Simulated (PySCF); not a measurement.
CH9NSi4, SMILES [SiH3][Si@H]1[SiH2]C=N[SiH2]1. Geometry optimised at PBE-D3(BJ)/def2-SVP. The structure was generated by enumeration; whether it is a known compound was not checked.

Computed equilibrium geometry at PBE-D3(BJ)/def2-SVP (PySCF confirms it by a frequency run) as bond lengths and angles:
Atoms: Si1 Si2 Si3 C4 N5 Si6 H7 H8 H9 H10 H11 H12 H13 H14 H15. Bonded distances (Å): Si1–Si2 2.343, Si1–H7 1.506, Si1–H8 1.506, Si1–H9 1.506, Si2–Si3 2.354, Si2–Si6 2.377, Si2–H10 1.505, Si3–C4 1.951, Si3–H11 1.508, Si3–H12 1.508, C4–N5 1.282, C4–H13 1.120, N5–Si6 1.791, Si6–H14 1.503, Si6–H15 1.504. Bond angles (°): Si2–Si1–H7 111.8, Si2–Si1–H8 107.7, Si2–Si1–H9 111.2, H7–Si1–H8 108.8, H7–Si1–H9 108.6, H8–Si1–H9 108.7, Si1–Si2–Si3 111.3, Si1–Si2–Si6 112.9, Si1–Si2–H10 113.7, Si3–Si2–Si6 90.2, Si3–Si2–H10 112.5, Si6–Si2–H10 114.2, Si2–Si3–C4 99.0, Si2–Si3–H11 115.8, Si2–Si3–H12 114.7, C4–Si3–H11 110.0, C4–Si3–H12 109.1, H11–Si3–H12 107.8, Si3–C4–N5 124.7, Si3–C4–H13 117.7, N5–C4–H13 117.5, C4–N5–Si6 122.2, Si2–Si6–N5 103.9, Si2–Si6–H14 114.7, Si2–Si6–H15 113.8, N5–Si6–H14 107.9, N5–Si6–H15 107.4, H14–Si6–H15 108.6.
Charge 0, spin multiplicity 1.
